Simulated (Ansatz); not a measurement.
The same path of C3H7BSi (12 atoms, charge 0, multiplicity 1) was run twice with different band settings. The coordinate that changes most is the dihedral B1–C2–Si3–H11.

Method: Ansatz 0.2.0, RKS B3LYP-D4/STO-3G.

Relaxed end points:

```xyz
12
Properties=species:S:1:pos:R:3
B -1.365 -0.648 0.757
C -0.367 -0.306 -0.381
Si 1.354 -0.717 0.379
C -0.352 1.109 -0.838
C -0.332 2.256 -1.202
H -1.709 0.169 1.525
H -1.710 -1.761 0.904
H -0.467 -0.985 -1.247
H 1.611 0.144 1.508
H 2.348 -0.502 -0.646
H 1.381 -2.097 0.802
H -0.316 3.283 -1.528
```

```xyz
12
Properties=species:S:1:pos:R:3
B -1.263 -1.122 0.058
C -0.236 -0.128 -0.546
Si 1.423 -0.612 0.302
C -0.490 1.315 -0.293
C -0.688 2.483 -0.084
H -1.886 -0.843 1.012
H -1.355 -2.200 -0.396
H -0.067 -0.301 -1.624
H 2.455 0.246 -0.233
H 1.733 -1.992 0.005
H 1.319 -0.431 1.729
H -0.867 3.530 0.105
```

Common settings: spring 5.0 eV/Å²; optimiser quadratic models (default); start path IDPP; force threshold 0.05 eV/Å; iteration limit 60; end points relaxed.

| run | movable images | climbing image |
| --- | --- | --- |
| 1 | 7 | yes |
| 2 | 6 | no |

**Question.** What does each run give, and how far can it be trusted?

**Answer.** Run 1: converged after 5 iterations, highest image 0.037 eV above the first end. A vibrational analysis at the climbing image gives one clearly imaginary mode, 89i cm⁻¹: a first-order saddle point.
Run 2: converged after 6 iterations, highest image 0.036 eV above the first end. No image climbed, so the highest image needn't sit at the top of the path.
Limits of this set-up: minimal basis.
